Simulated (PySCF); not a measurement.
C₅H₆Se, SMILES C=C=C1CC[Se]1.

Geometry optimised at B3LYP-D3(BJ)/def2-SVP. This is a generated structure with no PubChem entry under its InChIKey; it may be hypothetical.

Calculation: PySCF with TDDFT-PBE0/def2-SVPD.

Vertical excitations. Gas-phase values at a fixed geometry.

Computed lowest excited states:
| state | energy (eV) | λ (nm) | f | main pairs |
|---|---|---|---|---|
| S1 | 3.36 | 369 | 0.000 | HOMO→LUMO 98 % |
| S2 | 4.14 | 299 | 0.001 | HOMO→LUMO+1 96 % |
| S3 | 5.24 | 237 | 0.020 | HOMO→LUMO+2 67 %, HOMO−1→LUMO 31 % |
| S4 | 5.48 | 226 | 0.023 | HOMO→LUMO+3 87 % |
| S5 | 5.63 | 220 | 0.225 | HOMO−1→LUMO 48 %, HOMO→LUMO+2 24 %, HOMO−1→LUMO+1 21 % |
| S6 | 5.65 | 220 | 0.003 | HOMO−2→LUMO 81 % |
| S7 | 6.06 | 204 | 0.007 | HOMO→LUMO+4 79 % |
| S8 | 6.12 | 203 | 0.001 | HOMO−1→LUMO+2 90 % |
| S9 | 6.30 | 197 | 0.170 | HOMO−1→LUMO+1 54 %, HOMO→LUMO+6 31 % |
| S10 | 6.31 | 197 | 0.001 | HOMO→LUMO+5 93 % |
| T1 | 2.93 | 423 | 0 | HOMO→LUMO 96 % |
| T2 | 3.78 | 328 | 0 | HOMO→LUMO+1 93 % |
| T3 | 3.88 | 319 | 0 | HOMO→LUMO+2 42 %, HOMO−1→LUMO 32 %, HOMO−1→LUMO+1 11 % |
| T4 | 4.05 | 306 | 0 | HOMO→LUMO+2 42 %, HOMO−1→LUMO 37 %, HOMO−1→LUMO+1 10 % |
Triplets are in the Tamm–Dancoff approximation, which puts them higher than full response would, so one can lie above its singlet here.
